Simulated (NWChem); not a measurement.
The numbers come from NWChem runs, not from measurements. System: H3FTi, charge 0, spin multiplicity 1, at a geometry optimised with PBE/def2-SVP. The structure started from a generated list of species. Level: PBE0/def2-TZVPD.

Input file:

```
start mol
memory heap 200 mb stack 900 mb global 1100 mb
geometry units angstroms nocenter noautoz
  Ti     0.401641    -0.080174     0.000000
  F     -1.287335     0.256986     0.000000
  H      1.075147     0.610970     1.402384
  H      1.075147     0.610970    -1.402384
  H      0.599609    -1.770987     0.000000
  symmetry group Cs
end
basis spherical
  * library def2-tzvpd
end
dft
  xc pbe0
  semidirect memsize 60000000 filesize 0
  iterations 100
end
task dft energy
```

Part of the output:

```
             Northwest Computational Chemistry Package (NWChem) 7.3.0
             --------------------------------------------------------

                                NWChem Input Module
                                -------------------

 Scaling coordinates for geometry "geometry" by  1.889725989
 (inverse scale =  0.529177249)

 Turning off AUTOSYM since
 SYMMETRY directive was detected!

                             Geometry "geometry" -> ""
                             -------------------------

 Output coordinates in angstroms (scale by  1.889725989 to convert to a.u.)

  No.       Tag          Charge          X              Y              Z
 ---- ---------------- ---------- -------------- -------------- --------------
    1 Ti                  22.0000     0.40164100    -0.08017400     0.00000000
    2 F                    9.0000    -1.28733500     0.25698600     0.00000000
    3 H                    1.0000     1.07514700     0.61097000     1.40238400
    4 H                    1.0000     1.07514700     0.61097000    -1.40238400
    5 H                    1.0000     0.59960900    -1.77098700     0.00000000

 Effective nuclear repulsion energy (a.u.)      87.0756771813

            Nuclear Dipole moment (a.u.)
            ----------------------------
        X                 Y               Z
 ---------------- ---------------- ----------------
    -0.0000188973    -0.0000018897     0.0000000000

      Symmetry information
      --------------------

 Group name             Cs
 Group number              2
 Group order               2
 No. of unique centers     4

      Symmetry unique atoms

     1    2    3    5


 Summary of "ao basis" -> "" (spherical)
 ------------------------------------------------------------------------------
       Tag                 Description            Shells   Functions and Types
 ---------------- ------------------------------  ------  ---------------------
 *                         def2-tzvpd                 on all atoms

                                 NWChem DFT Module
                                 -----------------

 Summary of "ao basis" -> "ao basis" (spherical)
 ------------------------------------------------------------------------------
       Tag                 Description            Shells   Functions and Types
 ---------------- ------------------------------  ------  ---------------------
 Ti                        def2-tzvpd               16       48   6s5p4d1f
 F                         def2-tzvpd               14       40   6s4p3d1f
 H                         def2-tzvpd                5        9   3s2p

 Summary of "ao basis" -> "ao basis" (spherical)
 ------------------------------------------------------------------------------
       Tag                 Description            Shells   Functions and Types
 ---------------- ------------------------------  ------  ---------------------
 Ti                        def2-tzvpd               16       48   6s5p4d1f
 F                         def2-tzvpd               14       40   6s4p3d1f
 H                         def2-tzvpd                5        9   3s2p

      Symmetry analysis of basis
      --------------------------

        a'         75
        a"         40

            General Information
            -------------------
          SCF calculation type: DFT
          Wavefunction type:  closed shell.
          No. of atoms     :     5
          No. of electrons :    34
           Alpha electrons :    17
            Beta electrons :    17
          Charge           :     0
          Spin multiplicity:     1
          Use of symmetry is: on ; symmetry adaption is: on
          Maximum number of iterations: 100
          AO basis - number of functions:   115
                     number of shells:    45
          Convergence on energy requested:  1.00D-06
          Convergence on density requested:  1.00D-05
          Convergence on gradient requested:  5.00D-04

              XC Information
              --------------
                         PBE0 Method XC Functional
                     Hartree-Fock (Exact) Exchange  0.250
          PerdewBurkeErnzerhof Exchange Functional  0.750
            Perdew 1991 LDA Correlation Functional  1.000 local
           PerdewBurkeErnz. Correlation Functional  1.000 non-local

             Grid Information
             ----------------
          Grid used for XC integration:  medium
          Radial quadrature: Mura-Knowles
          Angular quadrature: Lebedev.
          Tag              B.-S. Rad. Rad. Pts. Rad. Cut. Ang. Pts.
          ---              ---------- --------- --------- ---------
          Ti                  1.40      112          11.0       590
          F                   0.50       49          11.0       434
          H                   0.35       45          11.0       434
          Grid pruning is: on
          Number of quadrature shells:   251
          Spatial weights used:  Erf1

          Convergence Information
          -----------------------
          Convergence aids based upon iterative change in
          total energy or number of iterations.
          Levelshifting, if invoked, occurs when the
          HOMO/LUMO gap drops below (HL_TOL):  1.00D-02
          DIIS, if invoked, will attempt to extrapolate
          using up to (NFOCK): 10 stored Fock matrices.

                    Damping( 0%)  Levelshifting(0.5)       DIIS
                  --------------- ------------------- ---------------
          dE  on:    start            ASAP                start
          dE off:    2 iters        100 iters           100 iters

      Screening Tolerance Information
      -------------------------------
          Density screening/tol_rho:  1.00D-10
          AO Gaussian exp screening on grid/accAOfunc:  14
          CD Gaussian exp screening on grid/accCDfunc:  20
          XC Gaussian exp screening on grid/accXCfunc:  20
          Schwarz screening/accCoul:  1.00D-08

      Superposition of Atomic Density Guess
      -------------------------------------

 Sum of atomic energies:        -949.28372614

      Non-variational initial energy
      ------------------------------

 Total energy =    -948.890766
 1-e energy   =   -1476.230293
 2-e energy   =     440.263850
 HOMO         =      -0.314569
 LUMO         =      -0.069737

      Symmetry analysis of molecular orbitals - initial
      -------------------------------------------------

  Numbering of irreducible representations:

     1 a'          2 a"

  Orbital symmetries:

     1 a'          2 a'          3 a'          4 a'          5 a'
     6 a"          7 a'          8 a'          9 a'         10 a"
    11 a'         12 a'         13 a"         14 a'         15 a'
    16 a'         17 a"         18 a'         19 a"         20 a'
    21 a'         22 a"         23 a'         24 a'         25 a"
    26 a'         27 a'

------------------------------------------------------------
EAF file 0: "./mol.aoints.0" size=524288 bytes
------------------------------------------------------------
               write      read    awrite     aread      wait
               -----      ----    ------     -----      ----
     calls:        1         0         0         0         0
   data(b): 5.24e+05  0.00e+00  0.00e+00  0.00e+00
   time(s): 0.00e+00  0.00e+00  0.00e+00  0.00e+00  0.00e+00
rate(mb/s): 0.00e+00  0.00e+00
------------------------------------------------------------

   convergence    iter        energy       DeltaE   RMS-Dens  Diis-err    time
 ---------------- ----- ----------------- --------- --------- ---------  ------
 d= 0,ls=0.0,diis     1   -950.4402941204 -1.04D+03  3.51D-02  2.66D+00     4.3
 d= 0,ls=0.0,diis     2   -932.5138155932  1.79D+01  2.74D-02  2.13D+02     4.8
 d= 0,ls=0.0,diis     3   -950.1464865911 -1.76D+01  9.22D-03  7.80D+00     5.3
 d= 0,ls=0.0,diis     4   -950.6662453160 -5.20D-01  2.63D-03  2.04D+00     5.7
 d= 0,ls=0.0,diis     5   -950.7805995083 -1.14D-01  3.90D-03  5.66D-01     6.1
 d= 0,ls=0.0,diis     6   -950.8356331961 -5.50D-02  5.53D-04  5.33D-03     6.6
  Resetting Diis
 d= 0,ls=0.0,diis     7   -950.8361710805 -5.38D-04  1.35D-04  3.02D-04     7.1
 d= 0,ls=0.0,diis     8   -950.8361944653 -2.34D-05  3.98D-05  7.25D-06     7.5
 d= 0,ls=0.0,diis     9   -950.8361922618  2.20D-06  1.75D-05  3.69D-05     8.0
 d= 0,ls=0.0,diis    10   -950.8361951710 -2.91D-06  5.60D-06  6.37D-07     8.5
 d= 0,ls=0.0,diis    11   -950.8361952379 -6.69D-08  1.32D-06  5.65D-08     9.0

         Total DFT energy =     -950.836195237898
      One electron energy =    -1476.993579750756
           Coulomb energy =      492.321229407083
    Exchange-Corr. energy =      -53.239522075479
 Nuclear repulsion energy =       87.075677181254

 Numeric. integr. density =       33.999990246591

     Total iterative time =      7.6s

                  Occupations of the irreducible representations
                  ----------------------------------------------

                     irrep           alpha         beta
                     --------     --------     --------
                     a'               13.0         13.0
                     a"                4.0          4.0

                       DFT Final Molecular Orbital Analysis
                       ------------------------------------

 Vector   15  Occ=2.000000D+00  E=-3.516736D-01  Symmetry=a'
              MO Center=  8.2D-01, -1.6D-01, -1.8D-13, r^2= 3.0D+00
   Bfn.  Coefficient  Atom+Function         Bfn.  Coefficient  Atom+Function
  ----- ------------  ---------------      ----- ------------  ---------------
     5      0.596613  1 Ti s                  3     -0.212014  1 Ti s
    90      0.202520  3 H  s                 99      0.202520  4 H  s
   108      0.202486  5 H  s                  4     -0.181339  1 Ti s
    16      0.130027  1 Ti px                26     -0.105533  1 Ti d  2
    89      0.101995  3 H  s                 98      0.101995  4 H  s

 Vector   16  Occ=2.000000D+00  E=-3.311541D-01  Symmetry=a"
              MO Center=  8.7D-01,  4.2D-01,  1.9D-13, r^2= 2.3D+00
   Bfn.  Coefficient  Atom+Function         Bfn.  Coefficient  Atom+Function
  ----- ------------  ---------------      ----- ------------  ---------------
    90      0.239877  3 H  s                 99     -0.239877  4 H  s
    18      0.226855  1 Ti pz                23      0.209398  1 Ti d -1
    25     -0.199264  1 Ti d  1              12     -0.186768  1 Ti pz
    28      0.152864  1 Ti d -1              30     -0.145630  1 Ti d  1
    89      0.129655  3 H  s                 98     -0.129655  4 H  s

 Vector   17  Occ=2.000000D+00  E=-3.311536D-01  Symmetry=a'
              MO Center=  6.4D-01, -7.2D-01, -1.8D-16, r^2= 2.3D+00
   Bfn.  Coefficient  Atom+Function         Bfn.  Coefficient  Atom+Function
  ----- ------------  ---------------      ----- ------------  ---------------
   108      0.277001  5 H  s                 17     -0.222458  1 Ti py
    24     -0.211622  1 Ti d  0              11      0.183146  1 Ti py
    26     -0.172114  1 Ti d  2              29     -0.154516  1 Ti d  0
   107      0.149719  5 H  s                 90     -0.138477  3 H  s
    99     -0.138477  4 H  s                 31     -0.125724  1 Ti d  2

 Vector   18  Occ=0.000000D+00  E=-1.094638D-01  Symmetry=a"
              MO Center=  4.9D-01, -2.3D-01, -2.4D-15, r^2= 1.4D+00
   Bfn.  Coefficient  Atom+Function         Bfn.  Coefficient  Atom+Function
  ----- ------------  ---------------      ----- ------------  ---------------
    23      0.467667  1 Ti d -1              28      0.324151  1 Ti d -1
    33      0.255914  1 Ti d -1              25      0.242870  1 Ti d  1
    30      0.168429  1 Ti d  1              35      0.141983  1 Ti d  1
    18     -0.083036  1 Ti pz                12      0.081316  1 Ti pz
    63     -0.078714  2 F  pz                57     -0.075178  2 F  pz

 Vector   19  Occ=0.000000D+00  E=-1.094622D-01  Symmetry=a'
              MO Center=  5.4D-01,  2.4D-02,  3.5D-17, r^2= 1.4D+00
   Bfn.  Coefficient  Atom+Function         Bfn.  Coefficient  Atom+Function
  ----- ------------  ---------------      ----- ------------  ---------------
    22      0.383385  1 Ti d -2              24     -0.355980  1 Ti d  0
    27      0.265811  1 Ti d -2              29     -0.246722  1 Ti d  0
    32      0.217672  1 Ti d -2              34     -0.193259  1 Ti d  0
    17      0.081432  1 Ti py                11     -0.079748  1 Ti py
    62      0.077195  2 F  py               109     -0.075337  5 H  s

 Vector   20  Occ=0.000000D+00  E=-7.521958D-02  Symmetry=a'
              MO Center=  8.9D-01, -1.8D-01, -1.8D-14, r^2= 2.5D+00
   Bfn.  Coefficient  Atom+Function         Bfn.  Coefficient  Atom+Function
  ----- ------------  ---------------      ----- ------------  ---------------
    26      0.360577  1 Ti d  2              31      0.247627  1 Ti d  2
    24     -0.225468  1 Ti d  0              54     -0.220432  2 F  s
    36      0.217705  1 Ti d  2               6      0.201424  1 Ti s
    10     -0.195227  1 Ti px                61     -0.168110  2 F  px
    29     -0.154841  1 Ti d  0              22     -0.149934  1 Ti d -2

 center of mass
 --------------
 x =  -0.08983746 y =   0.01793657 z =   0.00000000

 moments of inertia (a.u.)
 ------------------
          33.644429146860          26.712481830518           0.000000000000
          26.712481830518         162.125289668931           0.000000000000
           0.000000000000           0.000000000000         167.457318747888

     Multipole analysis of the density
     ---------------------------------

     L   x y z        total         alpha         beta         nuclear
     -   - - -        -----         -----         ----         -------
     0   0 0 0      0.000000    -17.000000    -17.000000     34.000000

     1   1 0 0      0.280815      0.140417      0.140417     -0.000019
     1   0 1 0     -0.055998     -0.027998     -0.027998     -0.000002
     1   0 0 1      0.000000      0.000000      0.000000      0.000000

     2   2 0 0    -19.865544    -47.670774    -47.670774     75.476003
     2   1 1 0     -0.026414      6.118317      6.118317    -12.263049
     2   1 0 1      0.000000      0.000000      0.000000      0.000000
     2   0 2 0    -19.992697    -18.243281    -18.243281     16.493864
     2   0 1 1     -0.000000     -0.000000     -0.000000      0.000000
     2   0 0 2    -19.998158    -17.022223    -17.022223     14.046288

 Task  times  cpu:        9.0s     wall:        9.0s

 Total times  cpu:        9.0s     wall:        9.0s
```
